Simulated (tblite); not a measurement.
Species: C7H10N (doublet state).
SMILES with atom numbers: `[CH:1]=[C:2]=[C:3](/[CH:4]=[N:5]/[CH3:6])[CH2:7][CH3:8]` (hydrogens: H9 on C1; H10 on C4; H11, H12, H13 on C6; H14, H15 on C7; H16, H17, H18 on C8)
Bond orders are those of one Lewis drawing.

Computed with GFN2-xTB (tblite), gas phase: L-BFGS steps from a force-field or distance-geometry start until the largest atomic force falls under 0.01 eV/Å.

Step 17: E = -622.4602 eV
```
atom  x, y, z in Å  |  force x, y, z in eV/Å
C1     -2.0938   -2.5577    0.3318   -0.042  -0.037   0.009
C2     -1.4039   -1.5977    0.0772    0.018  -0.041   0.003
C3     -0.5508   -0.5427   -0.2018    0.007   0.018   0.019
C4      0.7800   -0.6464    0.2447    0.002  -0.013  -0.067
N5      1.6509    0.2783    0.0250   -0.019   0.021  -0.003
C6      2.9823    0.0874    0.5071   -0.034   0.007  -0.011
C7     -1.0745    0.6557   -0.9243    0.012  -0.006   0.021
C8     -1.5330    1.7373    0.0630    0.020  -0.010   0.002
H9     -2.6992   -3.3862    0.5481   -0.044   0.010  -0.005
H10     1.0373   -1.5790    0.7725    0.000   0.067   0.015
H11     3.5672    0.9728    0.2560   -0.009  -0.037   0.017
H12     2.9986   -0.0629    1.5943    0.031   0.003  -0.048
H13     3.4478   -0.7940    0.0475    0.001   0.048   0.032
H14    -0.2792    1.0702   -1.5452    0.031  -0.025   0.025
H15    -1.9155    0.3579   -1.5557    0.006   0.034   0.007
H16    -2.3267    1.3647    0.7085    0.015  -0.018  -0.031
H17    -1.9022    2.6046   -0.4804    0.001  -0.025   0.010
H18    -0.6940    2.0438    0.6820    0.003   0.005   0.004
```

Step 18: E = -622.4612 eV
```
atom  x, y, z in Å  |  force x, y, z in eV/Å
C1     -2.0983   -2.5583    0.3317   -0.042  -0.036   0.009
C2     -1.4067   -1.5990    0.0777    0.009  -0.061   0.007
C3     -0.5514   -0.5460   -0.2015    0.014   0.054  -0.005
C4      0.7799   -0.6485    0.2446   -0.019  -0.008  -0.051
N5      1.6492    0.2777    0.0235    0.008  -0.014   0.009
C6      2.9816    0.0901    0.5054   -0.015  -0.001   0.000
C7     -1.0711    0.6545   -0.9251   -0.009   0.009   0.033
C8     -1.5308    1.7356    0.0630    0.014  -0.006   0.012
H9     -2.7056   -3.3866    0.5473   -0.026   0.034  -0.010
H10     1.0355   -1.5788    0.7770    0.015   0.067   0.007
H11     3.5637    0.9776    0.2530   -0.017  -0.055   0.023
H12     3.0015   -0.0608    1.5935    0.014   0.016  -0.074
H13     3.4518   -0.7913    0.0478   -0.025   0.075   0.029
H14    -0.2739    1.0694   -1.5439    0.021  -0.038   0.036
H15    -1.9132    0.3620   -1.5578    0.019   0.019   0.005
H16    -2.3243    1.3630    0.7086    0.014  -0.032  -0.029
H17    -1.9034    2.6031   -0.4779    0.017  -0.030   0.000
H18    -0.6931    2.0428    0.6832    0.008   0.007  -0.001
```

Step 19: E = -622.4623 eV
```
atom  x, y, z in Å  |  force x, y, z in eV/Å
C1     -2.1044   -2.5591    0.3317   -0.030  -0.020   0.004
C2     -1.4099   -1.6014    0.0782    0.003  -0.066   0.008
C3     -0.5525   -0.5496   -0.2009    0.008   0.062  -0.028
C4      0.7796   -0.6514    0.2436   -0.037   0.007  -0.018
N5      1.6470    0.2764    0.0218    0.028  -0.039   0.008
C6      2.9802    0.0934    0.5033    0.007  -0.004   0.009
C7     -1.0671    0.6532   -0.9255   -0.025   0.019   0.037
C8     -1.5279    1.7333    0.0633    0.005   0.001   0.023
H9     -2.7142   -3.3865    0.5461   -0.014   0.050  -0.013
H10     1.0335   -1.5777    0.7830    0.028   0.053  -0.002
H11     3.5591    0.9826    0.2497   -0.017  -0.049   0.022
H12     3.0054   -0.0576    1.5914   -0.010   0.025  -0.070
H13     3.4566   -0.7864    0.0485   -0.045   0.077   0.011
H14    -0.2670    1.0677   -1.5416    0.012  -0.047   0.046
H15    -1.9098    0.3672   -1.5605    0.029   0.000   0.004
H16    -2.3211    1.3599    0.7084    0.008  -0.048  -0.020
H17    -1.9045    2.6007   -0.4748    0.031  -0.027  -0.014
H18    -0.6917    2.0417    0.6847    0.016   0.008  -0.003
```

Step 20: E = -622.4633 eV
```
atom  x, y, z in Å  |  force x, y, z in eV/Å
C1     -2.1114   -2.5597    0.3315   -0.010   0.007  -0.004
C2     -1.4131   -1.6042    0.0786    0.006  -0.049   0.003
C3     -0.5539   -0.5527   -0.2005   -0.005   0.035  -0.036
C4      0.7785   -0.6550    0.2428   -0.038   0.025   0.019
N5      1.6449    0.2736    0.0200    0.032  -0.040  -0.009
C6      2.9787    0.0969    0.5010    0.017  -0.002   0.010
C7     -1.0631    0.6523   -0.9254   -0.029   0.018   0.030
C8     -1.5247    1.7308    0.0642   -0.003   0.006   0.028
H9     -2.7238   -3.3855    0.5445   -0.011   0.050  -0.012
H10     1.0314   -1.5763    0.7898    0.034   0.029  -0.009
H11     3.5532    0.9876    0.2460   -0.007  -0.021   0.012
H12     3.0096   -0.0531    1.5880   -0.033   0.025  -0.033
H13     3.4615   -0.7796    0.0490   -0.049   0.047  -0.019
H14    -0.2595    1.0651   -1.5381    0.008  -0.047   0.051
H15    -1.9051    0.3726   -1.5638    0.028  -0.017   0.002
H16    -2.3174    1.3555    0.7082    0.001  -0.057  -0.006
H17    -1.9048    2.5976   -0.4718    0.039  -0.016  -0.027
H18    -0.6897    2.0405    0.6862    0.022   0.009  -0.001
```

Question: Estimate the geometry and energy of step 21. (The exact step hangs on the optimiser's Hessian estimate; all steps are aligned on step 20, rigid shifts and turns removed.)

Answer: E = -622.4642 eV, largest force 0.063 eV/Å
```
atom  x, y, z in Å  |  force x, y, z in eV/Å
C1     -2.1176   -2.5597    0.3311    0.006   0.028  -0.011
C2     -1.4158   -1.6066    0.0787    0.014  -0.019  -0.007
C3     -0.5553   -0.5549   -0.2006   -0.012  -0.007  -0.023
C4      0.7769   -0.6580    0.2430   -0.022   0.036   0.043
N5      1.6434    0.2698    0.0184    0.017  -0.018  -0.031
C6      2.9775    0.1000    0.4991    0.010   0.004   0.005
C7     -1.0601    0.6519   -0.9248   -0.020   0.005   0.018
C8     -1.5221    1.7287    0.0656   -0.006   0.005   0.025
H9     -2.7323   -3.3837    0.5429   -0.018   0.037  -0.007
H10     1.0297   -1.5752    0.7958    0.030   0.007  -0.011
H11     3.5476    0.9921    0.2427    0.006   0.012   0.002
H12     3.0127   -0.0484    1.5848   -0.047   0.018   0.015
H13     3.4653   -0.7727    0.0488   -0.038   0.003  -0.045
H14    -0.2528    1.0624   -1.5341    0.009  -0.038   0.049
H15    -1.9002    0.3764   -1.5669    0.017  -0.025  -0.001
H16    -2.3140    1.3503    0.7082   -0.004  -0.053   0.008
H17    -1.9043    2.5947   -0.4695    0.037  -0.004  -0.030
H18    -0.6873    2.0394    0.6873    0.021   0.008   0.003
```

The energy changes by -0.0009 eV. The first-order estimate −F·Δx gives -0.0012 eV and the mean of the old and new forces, exact on a quadratic surface, -0.0009 eV. The step makes an angle of 76° with the force vector and moves no atom by more than 0.009 Å.

What follows is the cost of the whole relaxation. The run took 1.9 s of wall time on an Intel Xeon at 2.50 GHz with one thread (shared host).
